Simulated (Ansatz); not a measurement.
Harmonic frequencies (cm⁻¹) at PBE0-D4/def2-TZVP from Ansatz: 89, 105, 129, 163, 361, 462, 507, 515, 565, 747, 771, 870, 930, 932, 2224, 2239, 2242, 2248.

Question: Which molecule is it?
A. `F[SiH](Cl)O[SiH3]`
B. `O[SiH]([SiH3])Cl`
C. `[SeH][SiH2][SeH]`
D. `[SiH3][SiH](Cl)Br`

Answer: D.
